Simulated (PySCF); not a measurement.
C4H5F, SMILES C=C/C=C/F.

Geometry optimised at r2SCAN-D4/def2-SVP. One conformer was computed; it need not be the lowest.

These are r2SCAN-D4/def2-SVP in PySCF values and carry that method's errors.

No scaling factor is applied to the harmonic values.

```tsv
mode	ν (cm⁻¹)	IR (km/mol)	Raman (Å⁴/amu)	depolarisation	moving atoms (share of kinetic energy)
1	162	0.5	1.3	0.75	C 67 %, H 24 %, F 9 %
2	200	1.9	1.3	0.70	C 56 %, H 22 %, F 22 %
3	299	0.2	1.5	0.75	C 45 %, H 39 %, F 16 %
4	465	0.8	12.8	0.32	C 65 %, H 27 %, F 9 %
5	513	16.0	0.8	0.47	C 46 %, F 38 %, H 16 %
6	675	9.1	1.9	0.75	H 66 %, C 33 %
7	846	4.2	13.2	0.75	C 50 %, H 50 %
8	896	26.8	5.0	0.75	H 73 %, C 27 %
9	928	38.8	1.3	0.75	H 84 %, C 16 %
10	954	0.7	0.2	0.17	H 71 %, C 29 %
11	1031	37.4	0.5	0.75	H 91 %, C 9 %
12	1179	186.1	4.5	0.34	C 57 %, F 34 %, H 9 %
13	1201	16.2	37.7	0.46	H 54 %, C 45 %
14	1240	6.7	2.0	0.30	H 66 %, C 33 %
15	1303	2.3	38.7	0.39	H 69 %, C 31 %
16	1327	2.4	0.8	0.69	H 82 %, C 17 %
17	1430	12.3	27.3	0.49	H 78 %, C 22 %
18	1671	5.4	25.3	0.30	C 86 %, H 13 %
19	1730	119.4	253.0	0.24	C 90 %, H 10 %
20	3136	10.9	29.7	0.60	H 93 %
21	3146	1.3	159.8	0.14	H 93 %
22	3173	7.1	49.0	0.26	H 92 %, C 8 %
23	3185	10.1	93.2	0.32	H 91 %, C 9 %
24	3252	5.8	90.7	0.66	H 89 %, C 11 %
```
